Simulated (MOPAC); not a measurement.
A run for MOPAC: AM1 on ethylenediamine (SMILES NCCN), a point of a torsion scan.

```
AM1 1SCF PRECISE CHARGE=0 THREADS=1
C2H8N2

N      1.79672015 1     0.34232716 1    -0.27989588 1
C      0.57863883 1     0.16489139 1     0.50237918 1
C      0.13603341 1    -1.29950574 1     0.43815690 1
N     -1.07034958 1    -1.48632701 1     1.22928892 1
H      2.61391734 1     0.18824132 1     0.30086292 1
H      1.86098605 1     1.29582012 1    -0.61945809 1
H     -0.21084153 1     0.77994635 1     0.06008456 1
H      0.68009809 1     0.45907720 1     1.55586358 1
H      0.91880645 1    -1.92965185 1     0.86912509 1
H      0.02452270 1    -1.57875569 1    -0.62109807 1
H     -1.35706850 1    -2.45885184 1     1.20569128 1
H     -1.82876783 1    -0.93375388 1     0.84160800 1
```

The log:

```
*******************************************************************************
 **                                                                           **
 **                              MOPAC v23.2.5                                **
 **                                                                           **
 *******************************************************************************
 ** MOPAC's Digital Object Identifier: https://doi.org/10.5281/zenodo.6511958 **
 **                                                                           **
 ** Please cite the open-source release paper for use of this MOPAC version:  **
 ** J. E. Moussa and J. J. P. Stewart (2026)                                  **
 ** MOPAC: An open-source semiempirical molecular orbital program             **
 ** J. Open Source Softw., 11(119), 8025, https://doi.org/10.21105/joss.08025 **
 *******************************************************************************

                              AM1 CALCULATION RESULTS

 *******************************************************************************
 *  AM1        - The AM1 Hamiltonian to be used
 *
 *
 *
 *                 CHARGE ON SYSTEM = 0
 *
 *
 *
 *  PRECISE    - TIGHTER CRITERIA TO BE USED
 *  1SCF       - DO 1 SCF AND THEN STOP
 *  THREADS=1  - MULTI-THREADING NOT USED
 *  T=         - A TIME OF 172800.0 SECONDS REQUESTED
 *  DUMP=N     - RESTART FILE WRITTEN EVERY 7200.0 SECONDS REQUESTED
 *******************************************************************************
AM1 1SCF PRECISE CHARGE=0 THREADS=1
 C2H8N2

   ATOM   CHEMICAL          X               Y               Z
  NUMBER   SYMBOL      (ANGSTROMS)     (ANGSTROMS)     (ANGSTROMS)

     1       N          1.79672015  *   0.34232716  *  -0.27989588  *
     2       C          0.57863883  *   0.16489139  *   0.50237918  *
     3       C          0.13603341  *  -1.29950574  *   0.43815690  *
     4       N         -1.07034958  *  -1.48632701  *   1.22928892  *
     5       H          2.61391734  *   0.18824132  *   0.30086292  *
     6       H          1.86098605  *   1.29582012  *  -0.61945809  *
     7       H         -0.21084153  *   0.77994635  *   0.06008456  *
     8       H          0.68009809  *   0.45907720  *   1.55586358  *
     9       H          0.91880645  *  -1.92965185  *   0.86912509  *
    10       H          0.02452270  *  -1.57875569  *  -0.62109807  *
    11       H         -1.35706850  *  -2.45885184  *   1.20569128  *
    12       H         -1.82876783  *  -0.93375388  *   0.84160800  *



          CARTESIAN COORDINATES

    NO.       ATOM           X           Y           Z

     1         N          1.7967      0.3423     -0.2799
     2         C          0.5786      0.1649      0.5024
     3         C          0.1360     -1.2995      0.4382
     4         N         -1.0703     -1.4863      1.2293
     5         H          2.6139      0.1882      0.3009
     6         H          1.8610      1.2958     -0.6195
     7         H         -0.2108      0.7799      0.0601
     8         H          0.6801      0.4591      1.5559
     9         H          0.9188     -1.9297      0.8691
    10         H          0.0245     -1.5788     -0.6211
    11         H         -1.3571     -2.4589      1.2057
    12         H         -1.8288     -0.9338      0.8416

  H: (AM1): M.J.S. DEWAR ET AL, J. AM. CHEM. SOC. 107 3902-3909 (1985)
  C: (AM1): M.J.S. DEWAR ET AL, J. AM. CHEM. SOC. 107 3902-3909 (1985)
  N: (AM1): M.J.S. DEWAR ET AL, J. AM. CHEM. SOC. 107 3902-3909 (1985)

           Empirical Formula: C2 H8 N2  =    12 atoms



      MOLECULAR POINT GROUP   :   C1


      RHF CALCULATION, NO. OF DOUBLY OCCUPIED LEVELS = 13


 -------------------------------------------------------------------------------
 AM1 1SCF PRECISE CHARGE=0 THREADS=1
 C2H8N2



     1SCF WAS SPECIFIED, SO BFGS WAS NOT USED
     SCF FIELD WAS ACHIEVED


                              AM1 CALCULATION
                                                       MOPAC v23.2.5 Linux




          FINAL HEAT OF FORMATION =         -6.09849 KCAL/MOL =     -25.51610 KJ/MOL


          COSMO AREA              =        105.99 SQUARE ANGSTROMS
          COSMO VOLUME            =         88.83 CUBIC ANGSTROMS

          IONIZATION POTENTIAL    =          9.775116 EV
          HOMO LUMO ENERGIES (EV) =         -9.775  3.287
          NO. OF FILLED LEVELS    =         13
          MOLECULAR WEIGHT        =         60.0986         POINT GROUP:  C1

          MOLECULAR DIMENSIONS (Angstroms)

            Atom       Atom       Distance
            H    11    H     6     5.27111
            H    10    H     8     2.84887
            H    12    H     5     2.75823


          SCF CALCULATIONS        =          1





   ATOM   CHEMICAL          X               Y               Z
  NUMBER   SYMBOL      (ANGSTROMS)     (ANGSTROMS)     (ANGSTROMS)

     1       N          1.79672015  *   0.34232716  *  -0.27989588  *
     2       C          0.57863883  *   0.16489139  *   0.50237918  *
     3       C          0.13603341  *  -1.29950574  *   0.43815690  *
     4       N         -1.07034958  *  -1.48632701  *   1.22928892  *
     5       H          2.61391734  *   0.18824132  *   0.30086292  *
     6       H          1.86098605  *   1.29582012  *  -0.61945809  *
     7       H         -0.21084153  *   0.77994635  *   0.06008456  *
     8       H          0.68009809  *   0.45907720  *   1.55586358  *
     9       H          0.91880645  *  -1.92965185  *   0.86912509  *
    10       H          0.02452270  *  -1.57875569  *  -0.62109807  *
    11       H         -1.35706850  *  -2.45885184  *   1.20569128  *
    12       H         -1.82876783  *  -0.93375388  *   0.84160800  *

                             CARTESIAN COORDINATES

   1    N        1.796720150     0.342327160    -0.279895880
   2    C        0.578638830     0.164891390     0.502379180
   3    C        0.136033410    -1.299505740     0.438156900
   4    N       -1.070349580    -1.486327010     1.229288920
   5    H        2.613917340     0.188241320     0.300862920
   6    H        1.860986050     1.295820120    -0.619458090
   7    H       -0.210841530     0.779946350     0.060084560
   8    H        0.680098090     0.459077200     1.555863580
   9    H        0.918806450    -1.929651850     0.869125090
  10    H        0.024522700    -1.578755690    -0.621098070
  11    H       -1.357068500    -2.458851840     1.205691280
  12    H       -1.828767830    -0.933753880     0.841608000


           Empirical Formula: C2 H8 N2  =    12 atoms



      MOLECULAR POINT GROUP   :   C1


                  EIGENVALUES
 -37.19303 -33.82796 -27.20653 -22.39456 -17.15895 -16.79080 -16.45726 -14.42543
 -13.85895 -13.25386 -11.82870 -10.06273  -9.77512   3.28736   3.94130   4.10595
   4.23520   4.67163   4.77300   4.98378   5.93964   6.02760   6.13449   6.20202


              NET ATOMIC CHARGES AND DIPOLE CONTRIBUTIONS

  ATOM NO.   TYPE          CHARGE      No. of ELECS.   s-Pop       p-Pop
    1          N          -0.337235        5.3372     1.60571     3.73152
    2          C          -0.086521        4.0865     1.21812     2.86840
    3          C          -0.085327        4.0853     1.21825     2.86707
    4          N          -0.340820        5.3408     1.60537     3.73545
    5          H           0.136511        0.8635     0.86349
    6          H           0.138514        0.8615     0.86149
    7          H           0.076516        0.9235     0.92348
    8          H           0.070652        0.9293     0.92935
    9          H           0.090335        0.9097     0.90966
   10          H           0.062485        0.9375     0.93751
   11          H           0.141499        0.8585     0.85850
   12          H           0.133392        0.8666     0.86661
 DIPOLE           X         Y         Z       TOTAL
 POINT-CHG.    -0.037     0.190    -0.063     0.204
 HYBRID        -0.207     0.433    -0.209     0.524
 SUM           -0.244     0.624    -0.272     0.723


          ATOMIC ORBITAL ELECTRON POPULATIONS

     Atom    s        px        py        pz
    1  N   1.60571   1.04064   1.30637   1.38451
    2  C   1.21812   0.92769   0.97016   0.97055
    3  C   1.21825   0.93313   0.96967   0.96428
    4  N   1.60537   1.06411   1.11955   1.55179
    5  H   0.86349
    6  H   0.86149
    7  H   0.92348
    8  H   0.92935
    9  H   0.90966
   10  H   0.93751
   11  H   0.85850
   12  H   0.86661

 **********************
 *                    *
 * JOB ENDED NORMALLY *
 *                    *
 **********************




 == MOPAC DONE ==
```

The run finished.

Cost: roughly 0.03 core-seconds.
